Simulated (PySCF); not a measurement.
Vertical excitations of a molecule CH₅F₂NOSi from TDA-M06-2X/def2-SVPD run with PySCF, as energy in eV (oscillator strength): 6.22 (0.002), 7.15 (0.072), 7.50 (0.000), 7.80 (0.009), 8.27 (0.038), 8.51 (0.021), 8.92 (0.036), 9.10 (0.006), 9.15 (0.003), 9.47 (0.010). Lowest triplet (TDA): 6.01 eV. Geometry optimised at PBE0-D3(BJ)/def2-SVP. One conformer was computed; it need not be the lowest.

Question: Identify the compound among the candidates.
A. CO[Si](N)(F)F
B. CN[Si](O)(F)F
C. NC[Si](O)(F)F
D. N[Si@](O)(F)CF

Answer: C, NC[Si](O)(F)F
